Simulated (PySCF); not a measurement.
B(vinyl)(OMe)(NH2) (C3H8BNO), SMILES C=CB(N)OC.

Coordinates come from a PBE0-D3(BJ)/def2-SVP optimisation. Other conformers were not sampled.

Vertical ionisation energy (IE) and electron affinity (EA) in eV. Rows of orbital energies are one-electron estimates. Where ΔSCF, EOM or ADC give a negative EA the extra electron is unbound and the value depends on the basis.

| level | IE | EA |
|---|---|---|
| −ε(HOMO), −ε(LUMO), B3LYP/def2-TZVP (PySCF) | ___ | ___ |
| −ε(HOMO), −ε(LUMO), PBE/def2-TZVP (PySCF) | 6.18 | 1.25 |

Task: Some entries are withheld; supply them. (The exact figures need the calculation; the answer reports its results.)

Result: 
- −ε(HOMO), −ε(LUMO), B3LYP/def2-TZVP (PySCF), IE: 7.09
- −ε(HOMO), −ε(LUMO), B3LYP/def2-TZVP (PySCF), EA: 0.50
